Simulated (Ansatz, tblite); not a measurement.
Removing an electron: the cluster HfSe₂⁻ (the lowest doublet isomer of a short search). The state is a doublet with charge -1. Geometry: PBE0-D4/def2-TZVPD. Ansatz, gas phase; energy differences of separate SCF runs; the oxidised species is a singlet (the triplet lies 0.89 eV higher at PBE0-D4/def2-TZVPD).

```xyz
3

Hf   -0.5235    0.1315   -0.5568
Se    1.5110   -1.0131   -1.1198
Se   -0.9876    0.8816    1.6766
```

In the def2 sets Hf takes a core potential; there is no spin–orbit coupling. The xTB rows come from tblite. The structure comes from a short search, and lower isomers may exist.

| level | −HOMO (eV) | vertical IE (eV) | −LUMO (eV) | HOMO–LUMO gap (eV) |
| --- | --- | --- | --- | --- |
| GFN1-xTB | – | 4.41 | – | – |
| GFN2-xTB | – | 6.67 | – | – |
| PBE-D4/def2-TZVPD | 0.44 | 2.54 | -0.52 | 0.96 |
| r2SCAN-D4/def2-TZVPD | 0.76 | 2.65 | -0.72 | 1.48 |
| PBE0-D4/def2-TZVPD | 1.35 | 2.69 | -1.15 | 2.50 |

  HOMO and LUMO are the levels of the spin that leaves or enters (xTB has no such levels and no spin-polarisation term). Other spin states of the ions may lie lower, which would lower the ionisation energy or raise the affinity. Raw xTB energy differences between charge states are shifted by several eV; the methods need an empirical correction for them.
